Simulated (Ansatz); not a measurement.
A run on ClF2HSeZr (`[F][Zr]([F])([Cl])[SeH]`) with other settings.

```yaml
crystal:
  periodic: [false, false, false]
  atoms:
    - {symbol: F, position_ang: [-0.503273, -1.059128, 1.600897]}
    - {symbol: Zr, position_ang: [0.318755, -0.503384, -0.001914]}
    - {symbol: F, position_ang: [2.160706, -0.888811, -0.038889]}
    - {symbol: Cl, position_ang: [-0.756053, -1.550335, -1.791947]}
    - {symbol: Se, position_ang: [0.086081, 2.045307, -0.193471]}
    - {symbol: H, position_ang: [-1.264117, 1.892351, 0.379124]}
basis:
  gaussian: {orbitals: x2c-TZVPPall}
hamiltonian: {xc: {name: B97}}
accuracy: high
```

```sh
$ ansatz run in.yaml --threads 4 --pin off --events-out ev --progress --plain --max-ram 10444MiB
```

Output, abridged:

```
Functional definition: B97
3866 factors; integrals over basis functions are off by at most 2.2e-8 eV
mean field evaluation 1: about -182050.8693 eV, gradient 5.6e1 eV
mean field evaluation 2: about -182021.4989 eV, gradient 1.5e2 eV
mean field evaluation 4: about -182055.4785 eV, gradient 6.7e0 eV
mean field evaluation 8: about -182055.6675 eV, gradient 6.8e-1 eV
mean field evaluation 16: about -182055.6685 eV, gradient 3.8e-4 eV
mean field -182055.66852413 eV, -6690.4224164975 hartree, gradient 5.8e-8 eV, S^2 0.000000; 0 other end points of the search recorded, 0 dependent functions left out
reference -182055.66852788 eV, -6690.4224166352 hartree; 55, 55 occupied and 190, 190 virtual orbitals, 3866 factors
Total energy: -182055.66852788 eV, -6690.4224166352 hartree
Relativity: scalar
```

It took 54 s on 4 threads of an Arm Neoverse V1 on a shared host, with 2.1 GiB of host memory at the peak.
